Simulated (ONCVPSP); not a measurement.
**Varying the ONCV potential for In**

Base potential:

* Element: In (Z = 49)
* Generator: ONCVPSP 4.0.1
* Type: optimised norm-conserving Vanderbilt (ONCV)
* Functional: LDA (Perdew-Zunger)
* Relativity: scalar-relativistic
* Frozen core: [Ar] 3d10
* Valence charge: 21
* Reference configuration: 4s2 4p6 4d10 5s2 (charge +1)
* Partial waves: 4s+5s: rc 1.40 bohr, ncon 5, nbas 8, qcut 10.9 1/bohr, 3 projectors, debl 3.8 Ha; 4p: rc 1.35 bohr, ncon 4, nbas 7, qcut 7.9 1/bohr, 3 projectors, debl 1 Ha; 4d: rc 1.35 bohr, ncon 4, nbas 9, qcut 11.4 1/bohr, local
* Local potential: the d channel
* Core correction: Teter function, fcfact 1.75, rcfact 1.7

In the p channel the program set the typed energies aside and used -3.146, 0.250, 1.250 Ha.

All-electron outer shells of the reference configuration (LDA (Perdew-Zunger), scalar-relativistic, ld1.x):

| shell | level (eV) | outermost node (bohr) | outermost maximum (bohr) |
| --- | --- | --- | --- |
| 3d | -440.57 | – | 0.26 |
| 4s | -127.02 | 0.41 | 0.77 |
| 4p | -85.61 | 0.42 | 0.82 |
| 4d | -26.25 | 0.40 | 0.94 |
| 5s | -15.31 | 1.02 | 2.11 |

Cutoffs, loose and tight: the cutoffs (Ha) at which the residual kinetic energy of the hardest occupied pseudo-wave falls to 1 and 0.1 mHa per electron. They do not see the model core or the augmentation charge, which bear on the density cutoff. Test errors are all-electron minus pseudo excitation energies from the reference, over the configurations 4s2 4p6 4d10 5s2 5p1; 4s2 4p6 4d10 5s1; 4s2 4p6 4d10 5s0; 4s1 4p6 4d10 5s2 5p1. A dash means not determined; rows that change the core or the reference have their own tests.

A true bound ghost makes a file unfit for plane-wave use even where its test errors are small: the radial tests pick states by their node count and pass the ghost by.

```csv
change,outcome,"cutoff, loose","cutoff, tight",bound ghosts,GHOST(+) flags above zero,largest test error (meV)
base,"generated, projector energies reset by the program",43 Ha,49 Ha,p,"s, p",-67
d: qcut 15.5,"generated, projector energies reset by the program",43 Ha,52 Ha,none,"s, p",-60
d: rc 1.1,"generated, projector energies reset by the program",43 Ha,52 Ha,none,"s, p",-61
```

(1) What comes out with this change to the base: core correction Teter function, fcfact 6.1, rcfact 1.7?

(2) What comes out with this change to the base: d: nproj 1; local potential polynomial inside 1.00 bohr (lpopt 5, dvloc0 0 Ha)?

(3) What comes out with this change to the base: reference 4s2 4p6 4d10 5s1.5 5p1.5; wave 4p: rc 1.35 bohr, ncon 4, nbas 7, qcut 7.9 1/bohr, 3 projectors, debl 1 Ha becomes 4p+5p: rc 1.35 bohr, ncon 4, nbas 7, qcut 7.9 1/bohr, 3 projectors, debl 1 Ha?

Answers

(1) outcome: generated, projector energies reset by the program; cutoff, loose: 43 Ha; cutoff, tight: 49 Ha; bound ghosts: p; GHOST(+) flags above zero: s, p; largest test error (meV): -77.

(2) outcome: generated, projector energies reset by the program; cutoff, loose: 43 Ha; cutoff, tight: 49 Ha; bound ghosts: none; GHOST(+) flags above zero: s, p; largest test error (meV): -60.

(3) outcome: generated; cutoff, loose: 43 Ha; cutoff, tight: 49 Ha; bound ghosts: p; GHOST(+) flags above zero: s, p; largest test error (meV): -99.
